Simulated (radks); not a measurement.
Results of a calculation; reference values are marked as such.
All-electron atom: Er+ in [Xe] 4f11.5 6s1.5 (fractional occupations, a model configuration). Level of theory: scalar-relativistic Kohn-Sham, r2SCAN, spin-unpolarised, spherical densities, finite nucleus; meta-GGA in the generalised Kohn-Sham scheme; Fermi nuclear charge, rms radius 5.2516 fm (a radial shooting solver on a logarithmic mesh with Libxc functionals).

Unscreened Slater integrals over Kohn-Sham orbitals (cm^-1).

| integral | value |
|---|---|
| F0(6s,6s) | 55559 |
| F0(6s,4f) | 72138 |
| G3(6s,4f) | 2461.7 |
| F0(6s,5p) | 68978 |
| G1(6s,5p) | 5088.6 |
| F0(6s,5s) | 70021 |
| G0(6s,5s) | 2690.7 |
| F0(4f,4f) | 260390 |
| F2(4f,4f) | 121150 |
| F4(4f,4f) | 75536 |
| F6(4f,4f) | 54213 |
| F0(4f,5p) | 162040 |
| F2(4f,5p) | 54805 |
| G2(4f,5p) | 29130 |
| G4(4f,5p) | 22197 |
| F0(4f,5s) | 183600 |
| G3(4f,5s) | 34247 |
| F0(5p,5p) | 134960 |
| F2(5p,5p) | 72540 |
| F0(5p,5s) | 145070 |
| G1(5p,5s) | 96572 |
| F0(5s,5s) | 158490 |

Derived for the open shells (J is the average intra-shell exchange parameter used in DFT+U). 4f: F4/F2 = 0.623, F6/F2 = 0.447, J = (286 F2 + 195 F4 + 250 F6)/6435 = 9780 cm^-1.
